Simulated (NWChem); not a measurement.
Species: HfH3O3 cation; SMILES [OH][Hf+]([OH])[OH]

```xyz
7

Hf     0.0000     0.0000     0.7174
O     -1.7720    -0.1697     0.1289
H     -2.5885    -0.2480    -0.3749
O      0.7391     1.6194     0.1289
H      1.0794     2.3657    -0.3749
O      1.0329    -1.4497     0.1289
H      1.5091    -2.1177    -0.3749
```
Atoms are numbered in this order, from 1.

Level: PBE0/def2-SVP with def2 effective core potentials on Hf (NWChem), optimised geometry, unscaled harmonic frequencies. This spin state was assumed; another may lie lower. def2 effective core potentials on Hf; no spin-orbit coupling.

Q: List the harmonic frequencies with IR intensities, and the thermochemistry.

A: 
```json
[
 {"frequency (cm⁻¹)": "128", "IR intensity (km/mol)": "0.0"},
 {"frequency (cm⁻¹)": "189", "IR intensity (km/mol)": "0.2"},
 {"frequency (cm⁻¹)": "189", "IR intensity (km/mol)": "0.2"},
 {"frequency (cm⁻¹)": "319", "IR intensity (km/mol)": "0.0"},
 {"frequency (cm⁻¹)": "416", "IR intensity (km/mol)": "371.7"},
 {"frequency (cm⁻¹)": "416", "IR intensity (km/mol)": "371.7"},
 {"frequency (cm⁻¹)": "525", "IR intensity (km/mol)": "37.7"},
 {"frequency (cm⁻¹)": "525", "IR intensity (km/mol)": "37.7"},
 {"frequency (cm⁻¹)": "571", "IR intensity (km/mol)": "427.3"},
 {"frequency (cm⁻¹)": "775", "IR intensity (km/mol)": "150.0"},
 {"frequency (cm⁻¹)": "775", "IR intensity (km/mol)": "150.0"},
 {"frequency (cm⁻¹)": "802", "IR intensity (km/mol)": "23.0"},
 {"frequency (cm⁻¹)": "3933", "IR intensity (km/mol)": "647.9"},
 {"frequency (cm⁻¹)": "3933", "IR intensity (km/mol)": "647.9"},
 {"frequency (cm⁻¹)": "3946", "IR intensity (km/mol)": "244.9"}
]
```

```
Property                                                                           Result
-----------------------------------------------------------------------  ----------------
zero-point energy                                                           24.9 kcal/mol
thermal correction to the enthalpy at 298.15 K (with zero-point energy)     29.6 kcal/mol
heat capacity Cv                                                         21.6 cal/(mol K)
entropy at 298.15 K and 1 atm (symmetry number 3)                        78.9 cal/(mol K)
```

Rigid rotor and harmonic oscillator.
